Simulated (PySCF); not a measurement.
## Radial density of Sc³⁺ (scandium, charge +3)

UHF, [Ar], closed-shell 1S. Calculation: PySCF 2.14, in cc-pVDZ-DK; scalar relativity by spin-free X2C-1e.

```tsv
r (bohr)	4πr²ρ (e/bohr)
0.00131	0.1678
0.00220	0.4305
0.00370	1.081
0.00622	2.618
0.0105	5.953
0.0176	12.10
0.0296	20.30
0.0498	24.88
0.0838	20.58
0.141	19.44
0.237	26.41
0.399	14.71
0.671	6.778
1.13	7.571
1.90	1.437
3.19	0.01838
5.37	0.0006829
9.03	0.0003298
```

Densities and radii are taken from the X2C orbitals without a picture-change correction, which distorts them close to the nucleus.
